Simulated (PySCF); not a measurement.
PySCF job for In(H)2(nPr) (C₃H₉In), SMILES CC[CH2][InH2], IEF-PCM-PBE0/def2-SVP. Geometry: PBE-D3(BJ)/def2-SVP. The structure was generated by enumeration; whether it is a known compound was not checked. The def2 effective core potentials stand for the cores of In; spin–orbit coupling is left out. The values are those of a single conformer.

```python
import numpy as np
from pyscf import gto, scf, dft
from pyscf.solvent import pcm

mol = gto.M(
    atom='''
    In    0.02717317   -1.08664148    0.00000000
    H    -1.14613016   -2.39176251   -0.00000001
    H     1.74062824   -1.47221481   -0.00000000
    C    -0.62950792    1.00867535    0.00000000
    C     0.48686729    2.05883198   -0.00000000
    C    -0.03810068    3.49867708    0.00000000
    H    -1.29471381    1.13057671   -0.88423462
    H    -1.29471382    1.13057672    0.88423461
    H     1.14730510    1.90995213   -0.88281970
    H     1.14730509    1.90995213    0.88281970
    H    -0.66718675    3.69557274    0.89355759
    H     0.78765559    4.24010031    0.00000000
    H    -0.66718675    3.69557274   -0.89355760
    ''',
    basis='def2-SVP',
    ecp={'In': 'def2-svp'},
    charge=0,
    spin=0,
    max_memory=1600,
    verbose=3,
)
mf = dft.RKS(mol, xc='pbe0').density_fit(auxbasis='def2-universal-jkfit')
mf.grids.level = 3
mf.conv_tol = 1e-9
mf.max_cycle = 100
mf.kernel()
res = {}
for name, eps in {'water': 78.355, '1-octanol': 9.8629, 'diethylether': 4.24}.items():
    s = mf.PCM()
    s.with_solvent.method, s.with_solvent.eps, s.with_solvent.lebedev_order = 'IEF-PCM', eps, 29
    s.kernel(mf.make_rdm1())
    res[name] = (s.e_tot, eps, s.dip_moment(), s.mo_energy, s.converged)
    print(f'{name}: electrostatic solvation free energy {(s.e_tot - mf.e_tot) * 627.509474:.3f} kcal/mol')
```

Output:

```
converged SCF energy = -309.587429713847

WARN: PCM is an experimental feature. It is still in testing.
Features and APIs may be changed in the future.

converged SCF energy = -309.592695487996
Dipole moment(X, Y, Z, Debye): -0.35347,  0.88546,  0.00000
water: electrostatic solvation free energy -3.304 kcal/mol

WARN: PCM is an experimental feature. It is still in testing.
Features and APIs may be changed in the future.

converged SCF energy = -309.591913768608
Dipole moment(X, Y, Z, Debye): -0.33471,  0.85190,  0.00000
1-octanol: electrostatic solvation free energy -2.814 kcal/mol

WARN: PCM is an experimental feature. It is still in testing.
Features and APIs may be changed in the future.

converged SCF energy = -309.590905756069
Dipole moment(X, Y, Z, Debye): -0.31141,  0.80896,  0.00000
diethylether: electrostatic solvation free energy -2.181 kcal/mol
```

The calculation finished and met its thresholds.
